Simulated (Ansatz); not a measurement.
C2H6AlFSi (`[F][Al]1[CH2][SiH2][CH2]1`). Charge 0, multiplicity 1. The geometry is a stationary point of PBE0-D4/def2-TZVP.

```xyz
11

F     1.241   -0.358    2.829
Al    0.584   -0.170    1.329
C    -1.175   -0.563    0.576
Si   -0.458    0.139   -1.035
C     1.273    0.529   -0.360
H    -2.026   -0.007    0.979
H    -1.465   -1.616    0.524
H    -0.428   -0.867   -2.132
H    -1.177    1.360   -1.491
H     1.547    1.587   -0.387
H     2.082   -0.033   -0.832
```

Problem. What is the dipole moment at r2SCAN/def2-TZVPP? (Best estimate.)

Solution. Computed: 0.73 D, with components (-0.29, 0.07, -0.67) D in this frame, pointing from negative to positive charge.

Problem. And with PBE, B3LYP, ωB97M-V? (An estimate is asked.)

Solution. Ansatz gave: PBE 0.79 D, B3LYP 0.83 D, ωB97M-V 0.78 D.

Problem. Give the Mulliken charges with r2SCAN, PBE, ωB97M-V in def2-TZVPP. (Estimate.)

Solution. Ansatz gave: 
```json
{"atom": "F1", "r2SCAN": "-0.34", "PBE": "-0.29", "ωB97M-V": "-0.33"}
{"atom": "Al2", "r2SCAN": "0.70", "PBE": "0.53", "ωB97M-V": "0.67"}
{"atom": "C3", "r2SCAN": "-0.44", "PBE": "-0.37", "ωB97M-V": "-0.51"}
{"atom": "Si4", "r2SCAN": "0.35", "PBE": "0.24", "ωB97M-V": "0.28"}
{"atom": "C5", "r2SCAN": "-0.44", "PBE": "-0.37", "ωB97M-V": "-0.51"}
{"atom": "H6", "r2SCAN": "0.09", "PBE": "0.10", "ωB97M-V": "0.12"}
{"atom": "H7", "r2SCAN": "0.09", "PBE": "0.10", "ωB97M-V": "0.12"}
{"atom": "H8", "r2SCAN": "-0.08", "PBE": "-0.07", "ωB97M-V": "-0.04"}
{"atom": "H9", "r2SCAN": "-0.08", "PBE": "-0.07", "ωB97M-V": "-0.04"}
{"atom": "H10", "r2SCAN": "0.09", "PBE": "0.10", "ωB97M-V": "0.12"}
{"atom": "H11", "r2SCAN": "0.09", "PBE": "0.10", "ωB97M-V": "0.12"}
```

B3LYP here is the variant with VWN-RPA as its local correlation; programs differ in this.
